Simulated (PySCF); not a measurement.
**A survey of ¹⁷O NMR shifts**

Method: GFN2-xTB geometry, NMR shieldings at PBE0/pcSseg-1/GIAO, in PySCF 2.14 (one conformer, isolated molecule, equivalent nuclei averaged, relativity neglected).

Shieldings were converted by a linear fit to measured shifts: ¹⁷O: δ = 266.70 − 0.911σ (rms 10.7 ppm, 155 shifts, 12.2 ppm with the 3 outliers that the fit left out vs liquid water, solution or neat liquid). Occasional misses reach two or three times the rms, and more in compound classes unlike the fitted ones.

Task: Give the ¹⁷O shifts of `CCC[SiH2][SiH2]O[SiH3]`, `C=CCN[SiH2]OC(C)=O`, `C=C[SiH2]O[Si@@H]1C=C[SiH2]N1`, `C#C[SiH2]O[Si@](C)([SiH3])NC`, `CC(C)[SiH2]O`, `CC(C)[SiH2]O`, `[SiH3]O[SiH2]S[SiH2]S`, `CC[SiH2]O[Si@@H]1C=C[SiH2]N1`.

Result: 
```tsv
compound	environment	δ (ppm)
CCC[SiH2][SiH2]O[SiH3]	oxygen bonded to 2 Si	-51.6
[CH2:1]=[CH:2][CH2:3][NH:4][SiH2:5][O:6][C:7]([CH3:8])=[O:9]	O9: carbonyl oxygen	386.9
[CH2:1]=[CH:2][CH2:3][NH:4][SiH2:5][O:6][C:7]([CH3:8])=[O:9]	O6: oxygen bonded to C, Si	147.8
C=C[SiH2]O[Si@@H]1C=C[SiH2]N1	oxygen bonded to 2 Si	14.7
C#C[SiH2]O[Si@](C)([SiH3])NC	oxygen bonded to 2 Si	10.9
CC(C)[SiH2]O	oxygen bonded to Si, H	-24.9
CC(C)[SiH2]O	oxygen bonded to Si, H	-24.9
[SiH3]O[SiH2]S[SiH2]S	oxygen bonded to 2 Si	-24.9
CC[SiH2]O[Si@@H]1C=C[SiH2]N1	oxygen bonded to 2 Si	20.2
```
